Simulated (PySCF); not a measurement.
Some computed properties have been withheld. Give your best values.

Species: CH₁₁O₂PSi₃.
SMILES: `C[Si@H](P)O[SiH2]O[SiH3]`

Conformer (atom-mapped SMILES and torsion angles): `[CH3:1][Si@H:2]([PH2:3])[O:4][SiH2:5][O:6][SiH3:7]`: C1–Si2–O4–Si5 -16°, Si2–O4–Si5–O6 -23°, O4–Si5–O6–Si7 -4°, H–P3–Si2–C1 73°, H–P3–Si2–C1 166°.

```tsv
property	level	value
point group of the GFN2-xTB geometry	GFN2-xTB	?
rotational constants A, B, C of the GFN2-xTB geometry	GFN2-xTB	2.274, 0.585, 0.491 GHz
dipole moment	B3LYP/def2-SVPD	?
HOMO energy	B3LYP/def2-SVPD	?
LUMO energy	B3LYP/def2-SVPD	?
lowest singlet excitation	TDDFT B3LYP/def2-SVPD	?
strongest line among the 8 lowest singlet transitions	TDDFT B3LYP/def2-SVPD	S7 at 7.13 eV (174 nm, f = 0.105)
lowest triplet excitation (Tamm–Dancoff)	TDA B3LYP/def2-SVPD	?
static isotropic polarisability	B3LYP/def2-SVPD	120.4 au
electronic spatial extent ⟨r²⟩ about the centre of nuclear charge	B3LYP/def2-SVPD	2246 bohr²
13C chemical shifts (computed TMS as zero) by class	GIAO PBE0/pcSseg-1	?
1H chemical shifts (computed TMS as zero) by class	GIAO PBE0/pcSseg-1	6.11 (1 H), 5.21 (3 H), 4.94 (1 H), 4.89 (1 H), 1.12 (2 H), 0.55 (3 H) ppm
isotropic shieldings of nuclei other than C and H, by class	GIAO PBE0/pcSseg-1	261 (1 O), 297 (1 O), 348 (1 Si), 395 (1 Si), 398 (1 Si), 604 (1 P) ppm
```

The electronic properties come from PySCF, for the isolated species, density fitting. NMR classes are plain means over equivalent atoms (diastereotopic ones count apart unless rotation or inversion swaps them), as if these changed places fast; in this geometry the members of some classes differ.

(1) The point group of the GFN2-xTB geometry?

(2) The LUMO energy?

(3) Give the dipole moment.

(4) Give the HOMO energy.

(5) What are the 13C chemical shifts (computed TMS as zero) by class?

(6) The lowest triplet excitation (Tamm–Dancoff)?

(7) Give the lowest singlet excitation.

Results:

(1) C1.

(2) -0.26 eV.

(3) 1.21 D.

(4) -7.12 eV.

(5) 4.7 (1 C) ppm.

(6) 5.52 eV.

(7) 6.24 eV (199 nm, f = 0.021).

The vertical singlet–triplet gap S1 − T1 is 0.72 eV (TDDFT singlet less Tamm–Dancoff triplet; S1: HOMO→LUMO, weight 0.83; T1: HOMO→LUMO+1, weight 0.39, beside HOMO→LUMO, weight 0.31). No computed singlet falls in the visible range (750 to 380 nm, 1.65 to 3.26 eV); S1 lies 2.98 eV above its blue end. The rotational constants make it an asymmetric top with κ = (2B − A − C)/(A − C) = -0.89, nearer the prolate limit (−1). With B = h/(8π²I), that is 505.379 GHz u Å² over I, the principal moments of inertia are 222.2, 863.8 and 1028.9 u Å² (most abundant isotopes).

For the TDDFT job (B3LYP/def2-SVPD), hardware: Arm Neoverse V1, one thread, shared host with 32 logical CPUs at a one-minute load of 24. Cost: 70 s wall, 1.0 GiB resident at most.

One conformer stands for the species.
